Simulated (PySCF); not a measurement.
```xyz
4
charge 0 multiplicity 1, angstrom
Se    0.0000    0.2052   -0.5431
S     0.0000   -0.4756    1.4363
H     1.0415   -0.5952   -1.2667
H    -1.0415   -0.5952   -1.2667
```

Computed with PySCF, PBE0, basis Se def2-TZVP, S def2-TZVP, H def2-TZVP (no relativity, density fitting).

This geometry of H₂SeS is a stationary point at this level.

Task: What is the point group?

Result: Cs.

Task: Is it a minimum?

Result: Yes: all harmonic wavenumbers are real.

Task: Which band is strongest in the infrared?

Result: 2220 cm⁻¹ (a'), 142 km/mol.

Task: Give the atomic charges and bond orders.

Result: 
```tsv
atom	Mulliken	Löwdin	polar tensor	Mayer order to Se1
Se1	0.16	0.21	0.67	–
S2	-0.44	-0.29	-0.46	1.54
H3,4	0.14	0.04	-0.10	0.88
```

This need not be the most stable arrangement of these atoms.
